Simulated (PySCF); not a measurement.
**Computed properties of KI, SMILES [I][K]**

KI, SMILES [K][I]. The structure is a stationary point at r2SCAN-D4/def2-TZVPD. The def2 effective core potentials stand for the cores of I; spin–orbit coupling is left out. One conformer was computed; it need not be the lowest. All values are computed for the isolated molecule unless a solvent is named; none is compared with measurement here.

**Structure.** The optimised structure has C∞v symmetry. All 1 harmonic modes at r2SCAN-D4/def2-TZVPD (PySCF) are real, so it is a minimum.

**Vibrations.** The strongest infrared lines (harmonic, unscaled, degenerate partners summed) lie at 180 cm⁻¹ (29 km/mol, K 76 %, I 24 %). The softest mode is at 180 cm⁻¹ and the zero-point energy is 0.3 kcal/mol.

**Electronic structure.** HF/def2-TZVPD (PySCF) places the frontier levels at -7.79 and -0.47 eV, a gap of 7.32 eV, and gives a dipole moment of 11.73 D and a mean polarisability of 58.5 bohr³. PBE/def2-TZVPD (PySCF) at the same geometry gives -4.48 and -2.05 eV, so its gap is 4.89 eV narrower. An orbital gap is neither the optical nor the fundamental gap.

**Excitations.** TDDFT-B3LYP/def2-TZVPD (PySCF) has S1 at 2.78 eV (445 nm, f = 0.017, weak); the most intense of the 10 singlets computed lies at 3.23 eV (f = 0.12). Strengths of degenerate partners are summed. T1 (TDA) is at 2.75 eV. TDDFT-PBE/def2-TZVPD (PySCF) puts S1 at 2.44 eV.
